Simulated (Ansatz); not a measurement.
C2H4AlN, SMILES `[CH3][AlH][C]#N`, relaxed with RKS PBE0-D4/def2-TZVP in the Gaussian-basis code of Ansatz from a PBE-D4/def2-SVP geometry. The force threshold is 0.005 eV/Å; the program also tests the step.

Charge 0, multiplicity 1.

Start:

```xyz
8

C    -0.637    1.105   -0.262
Al   -0.187   -0.782   -0.060
C     1.585   -1.265    0.615
N     2.644   -1.533    1.051
H    -0.888    1.334   -1.320
H    -1.543    1.358    0.329
H     0.180    1.784    0.051
H    -1.154   -2.000   -0.403
```

```json
{"step": "1", "energy (eV)": "-10219.9258", "largest force (eV/Å)": "2.384", "largest move (Å)": "0.000"}
{"step": "2", "energy (eV)": "-10219.9705", "largest force (eV/Å)": "0.136", "largest move (Å)": "0.037"}
{"step": "3", "energy (eV)": "-10219.9720", "largest force (eV/Å)": "0.021", "largest move (Å)": "0.010"}
{"step": "4", "energy (eV)": "-10219.9721", "largest force (eV/Å)": "0.013", "largest move (Å)": "0.003"}
{"step": "5", "energy (eV)": "-10219.9722", "largest force (eV/Å)": "0.003", "largest move (Å)": "0.008"}
```

End:

```xyz
8

C    -0.632    1.096   -0.261
Al   -0.196   -0.779   -0.061
C     1.565   -1.246    0.620
N     2.614   -1.507    1.026
H    -0.870    1.327   -1.304
H    -1.523    1.351    0.322
H     0.182    1.752    0.055
H    -1.141   -1.994   -0.398
```

Hardware: 2 threads of an AMD EPYC 7R13 on a shared host. Wall time 17 s, peak host memory 0.34 GiB.
